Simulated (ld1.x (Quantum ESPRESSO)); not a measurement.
## What one change does to a pseudopotential (Fe, ultrasoft)

- Element: iron (Fe)
- Generator: ld1.x (Quantum ESPRESSO) 7.5
- Type: ultrasoft
- Functional: revPBE
- Relativity: scalar-relativistic
- Frozen core: [Ar]
- Valence charge: 8
- Reference configuration: 3d6 4s2 4p0
- Partial waves: 4s (bound): rcut 2.55, rcutus 2.70 bohr; 4s channel at 3 Ry: rcut 2.55, rcutus 2.70 bohr; 4p (bound, empty): rcut 2.60, rcutus 3.35 bohr; 4p channel at 2.3 Ry: rcut 2.60, rcutus 3.35 bohr; 3d (bound): rcut 1.55, rcutus 1.75 bohr; 3d channel at 2.85 Ry: rcut 1.55, rcutus 1.75 bohr
- Local potential: all-electron potential smoothed inside 2.35 bohr (lloc = -1)
- Core correction: Bessel-smoothed model core, default radius (core density twice the valence density)
- Augmentation charge: PSQ, inside the norm-conserving radii

Change: waves 4s (bound): rcut 2.55, rcutus 4.04 bohr; 4s channel at 3 Ry: rcut 2.55, rcutus 4.04 bohr.

Cutoffs: the cutoffs (Ry, on a coarse ladder) from which the occupation-weighted sum of valence levels, in a spherical-Bessel basis at the reference potential, stays within 10 and 1 mRy of its value at 400 Ry; they do not see the model core or the augmentation charge, which bear on the density cutoff. Errors are all-electron minus pseudo energies relative to the spin-unpolarised reference configuration.

Q: What does the change do?

A: The potential gets neither clearly harder nor softer (35 Ry and 55 Ry → 35 Ry and 55 Ry); of the 7 tests that both files solve, the error grows in 3 and shrinks in 3 by more than 15 % and 0.3 meV (median size 22.3 → 21.3 meV); neither file shows a bound ghost.

```csv
quantity,base,changed
"cutoff, loose",35 Ry,35 Ry
"cutoff, tight",55 Ry,55 Ry
bound ghosts,none,none
"error for 3d6 4s1 4p0, meV [ΔE 8.64 eV]",-11,+13
"error for 3d6 4s0 4p0, meV [ΔE 24.68 eV]",-73,-86
"error for 3d5 4s0 4p0, meV [ΔE 58.79 eV]",-222,-61
"error for 3d6 4s1.5 4p0, meV [ΔE 3.45 eV]",-2.1,+5.5
"error for 3d6 4s1 4p1, meV [ΔE 4.08 eV]",-5.1,-3.0
"error for 3d4 4s0 4p0, meV [ΔE 111.78 eV]",-1292,-888
"error for 3d6 4s0 4p2, meV [ΔE 8.39 eV]",-22,-21
lowest overlap eigenvalue by channel,"s 0.70, p 0.62, d 0.82","s 0.13, p 0.62, d 0.82"
```
